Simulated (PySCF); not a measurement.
Species: GeMe(SiH3)3, CH12GeSi3.
Bonds: Ge1–C2, Ge1–Si6, Ge1–Si10, Ge1–Si14. Hydrogens: H3, H4, H5 on C2; H7, H8, H9 on Si6; H11, H12, H13 on Si10; H15, H16, H17 on Si14.

Level of theory: PBE0-D3(BJ)/def2-SVP geometry optimisation, gas phase in PySCF 2.14.0.

Problem. List the bond lengths and angles at this level.

Solution. 
| bond | length (Å) |
| --- | --- |
| Ge1–C2 | 1.969 |
| Ge1–Si6, Ge1–Si10, Ge1–Si14 | 2.384 |
| C2–H3, C2–H4, C2–H5 | 1.099 |
| Si6–H7 and 8 like bonds | 1.496 |

Bonds in one row agree within 0.01 Å and their mean is given. A selection of angles:
| angle | degrees |
| --- | --- |
| C2–Ge1–Si6 | 110.5 |
| C2–Ge1–Si10 | 111.0 |
| Si6–Ge1–Si10 | 108.3 |
| Ge1–C2–H3 | 110.2 |
| H3–C2–H4 | 108.8 |
| Ge1–Si6–H7 | 109.9 |
| Ge1–Si6–H8 | 110.7 |
| H7–Si6–H8 | 108.5 |
| H8–Si6–H9 | 108.3 |

All 3 Ge–Si bonds measure 2.383 to 2.385 Å. Si6 (silicon bonded to Ge and 3 H) is tetrahedral (angles from 108.3° to 110.7°). Ge1 (germanium bonded to C and 3 Si) is tetrahedral (angles from 108.1° to 111.0°).

Point group: near C3v, missed by 0.13 Å at most; the miss may be what the optimiser left on a soft mode (Cs holds within 0.08 Å). Not checked by PBE0-D3(BJ)/def2-SVP frequencies.

Time: 88 s; peak memory 0.65 GiB. Hardware: one thread, Intel Xeon 6975P-C (x86_64), no GPU, on a shared host. That covers the optimisation of the geometry.
